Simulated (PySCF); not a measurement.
Ta(NH)(F)(OH)2 (FH3NO2Ta), SMILES [NH]=[Ta]([OH])([OH])[F], multiplicity 1. Geometry optimised at B3LYP-D3(BJ)/def2-SVP. The spin state was assumed, not searched. The structure was generated by enumeration; whether it is a known compound was not checked. The def2 effective core potentials stand for the cores of Ta; spin–orbit coupling is left out. One conformer was computed; it need not be the lowest.

Computed equilibrium geometry at B3LYP-D3(BJ)/def2-SVP (PySCF confirms it by a frequency run) as Cartesian coordinates in Å, and its point group (one conformer of several):
point group Cs.
```xyz
8

Ta     0.0061    -0.0108     0.0000
N      1.7798     0.0790     0.0000
H      2.7928     0.0877     0.0000
F     -0.5225    -1.8415     0.0000
O     -0.6569     0.8794     1.5590
H     -0.2417     1.3262     2.3049
O     -0.6569     0.8794    -1.5590
H     -0.2417     1.3262    -2.3049
```
